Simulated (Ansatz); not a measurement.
Basis-set extrapolation for CH$_{5}$AlS$_{2}$ (PBE0-D4/def2-TZVP geometry, frozen core, Ansatz). Multiplicity 1, RHF reference.

|  | def2-TZVPP | def2-QZVPP |
| --- | --- | --- |
| HF | -1077.852331 | -1077.883812 |
| MP2 correlation | -0.615442 | -0.665358 |
| CCSD(T) correlation | -0.700049 | not run |

Energies in hartree. Use E(X) = E(∞) + A·exp(−7.88·√X) for Hartree–Fock and E(X) = E(∞) + B·X^(−2.97) for correlation, with X = 3 and 4, and add CCSD(T) minus MP2 of the smaller set to the MP2 limit.

Task: What is the CCSD(T) energy at the basis-set limit?

Result: HF limit: -1077.883812 + (-0.031481) × 0.13774 = -1077.88815. MP2 limit: -0.665358 + (-0.049916) × 0.74074 = -0.70233. Higher-order term: -0.700049 − (-0.615442) = -0.08461. Total: -1078.67509 hartree, 3.34 eV below CCSD(T)/def2-TZVPP.
